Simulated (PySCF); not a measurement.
Cd: excitation energy

Cd [Kr] 4d10 5s2 (1S) → Cd [Kr] 4d9 5s2 5p1 (high-spin determinant), as a difference of total energies. All numbers are calculated (PySCF 2.14, scalar relativity by spin-free X2C-1e, in ANO-RCC-VTZP (7s6p4d2f1g, 68 functions)). Correlated levels: valence: [Kr] frozen. The calculations carry no spin-orbit coupling.

```json
{"method": "UHF", "excitation energy (eV)": "10.849"}
{"method": "MP2 (valence)", "excitation energy (eV)": "12.285"}
{"method": "SCS-MP2 (valence)", "excitation energy (eV)": "12.150"}
{"method": "CCSD (valence)", "excitation energy (eV)": "11.954"}
{"method": "CCSD(T) (valence)", "excitation energy (eV)": "12.034"}
```

**Question.** How much does correlation contribute at CCSD(T) (valence)?

**Answer.** 12.034 − (10.849) = 1.185 eV, measured against UHF.

A first-order spin-orbit estimate (lowest level to lowest level, LS coupling) adds -0.208 eV.

The upper state lies above the first ionisation limit, where it may autoionise and the basis confines it.

The basis was made for the ground configuration and has no added diffuse functions, so the excitation energy can come out too high.

The determinant of the upper state mixes LS terms, which raises its energy above the lowest term, most at the Hartree-Fock and MP2 levels.
